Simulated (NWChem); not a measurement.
System: PbHSBr, singlet; SMILES [Pb]([Br])[SH]

```xyz
4

Pb     0.4926    -0.5335     0.0000
Br    -0.2482     2.0135     0.0000
S     -1.8927    -1.4964     0.0000
H     -1.4256    -2.7800     0.0000
```
Atoms are numbered in this order, from 1.

Results from NWChem. Low-valent species are run as closed-shell singlets; no triplet was tried in these runs. The geometry was optimised at PBE-D3(BJ)/def2-SVP. def2 effective core potentials on Pb; no spin-orbit coupling.

### Question
Taking PBE0/def2-TZVPP as the yardstick, which of these has the fewest basis functions while keeping “highest occupied level (eV)” within 0.05 eV of it: PBE0/def2-TZVP; PBE0/def2-SVP; PBE0/def2-SVPD?

### Answer
PBE0/def2-TZVP.
```json
[
 {"level": "PBE0/def2-SVP", "basis functions": "81", "highest occupied level (eV)": "-7.26", "relative time (rough)": "1"},
 {"level": "PBE0/def2-SVPD", "basis functions": "108", "highest occupied level (eV)": "-7.49", "relative time (rough)": "2"},
 {"level": "PBE0/def2-TZVP", "basis functions": "141", "highest occupied level (eV)": "-7.40", "relative time (rough)": "4"},
 {"level": "PBE0/def2-TZVPP", "basis functions": "154", "highest occupied level (eV)": "-7.40", "relative time (rough)": "4"}
]
```

The yardstick is one finite set, not the basis-set limit.
